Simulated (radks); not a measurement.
Isoelectronic series with 31 electrons, each ion in its NIST ground configuration. All-electron calculation, Dirac Kohn-Sham, PBEsol, spin-unpolarised, spherical densities, point nucleus; open shells fill j = l - 1/2 first. Program: a radial shooting solver on a logarithmic mesh with Libxc functionals. Total energies (hartree) and mean radii <r> (bohr) (* marks an orbital that is empty in some or all of the ions):

| ion | configuration | E (hartree) | 4p3/2* | 4p1/2 | 4s1/2 | 3d5/2 |
|---|---|---|---|---|---|---|
| Ga | [Ar] 3d10 4s2 4p1 | -1942.54270 | 3.422 | 3.354 | 2.342 | 0.8136 |
| Ge+ | [Ar] 3d10 4s2 4p1 | -2097.12538 | 2.557 | 2.518 | 2.029 | 0.7374 |
| As2+ | [Ar] 3d10 4s2 4p1 | -2258.34169 | 2.150 | 2.119 | 1.807 | 0.6774 |
| Se3+ | [Ar] 3d10 4s2 4p1 | -2426.18079 | 1.887 | 1.861 | 1.639 | 0.6283 |
| Br4+ | [Ar] 3d10 4s2 4p1 | -2600.64566 | 1.696 | 1.673 | 1.505 | 0.5871 |
| Kr5+ | [Ar] 3d10 4s2 4p1 | -2781.74695 | 1.548 | 1.527 | 1.395 | 0.5517 |
| Rb6+ | [Ar] 3d10 4s2 4p1 | -2969.50035 | 1.428 | 1.408 | 1.302 | 0.5209 |
| Sr7+ | [Ar] 3d10 4s2 4p1 | -3163.92519 | 1.328 | 1.309 | 1.223 | 0.4937 |
| Zr9+ | [Ar] 3d10 4s2 4p1 | -3572.88059 | 1.170 | 1.152 | 1.092 | 0.4478 |
| Nb10+ | [Ar] 3d10 4s2 4p1 | -3787.46255 | 1.106 | 1.088 | 1.038 | 0.4281 |
| Mo11+ | [Ar] 3d10 4s2 4p1 | -4008.81829 | 1.049 | 1.031 | 0.9885 | 0.4102 |
| Tc12+ | [Ar] 3d10 4s2 4p1 | -4236.97826 | 0.9978 | 0.9809 | 0.9442 | 0.3939 |
| Ru13+ | [Ar] 3d10 4s2 4p1 | -4471.97460 | 0.9521 | 0.9353 | 0.9039 | 0.3788 |
| Rh14+ | [Ar] 3d10 4s2 4p1 | -4713.84113 | 0.9106 | 0.8940 | 0.8671 | 0.3650 |
| Pd15+ | [Ar] 3d10 4s2 4p1 | -4962.61326 | 0.8728 | 0.8563 | 0.8332 | 0.3521 |
| Ag16+ | [Ar] 3d10 4s2 4p1 | -5218.32801 | 0.8382 | 0.8218 | 0.8019 | 0.3402 |
| Cd17+ | [Ar] 3d10 4s2 4p1 | -5481.02402 | 0.8064 | 0.7900 | 0.7730 | 0.3291 |
| In18+ | [Ar] 3d10 4s2 4p1 | -5750.74154 | 0.7770 | 0.7607 | 0.7461 | 0.3187 |
| Sn19+ | [Ar] 3d10 4s2 4p1 | -6027.52245 | 0.7498 | 0.7334 | 0.7210 | 0.3089 |
| Sb20+ | [Ar] 3d10 4s2 4p1 | -6311.41033 | 0.7245 | 0.7081 | 0.6975 | 0.2998 |
| Te21+ | [Ar] 3d10 4s2 4p1 | -6602.45042 | 0.7009 | 0.6845 | 0.6755 | 0.2912 |
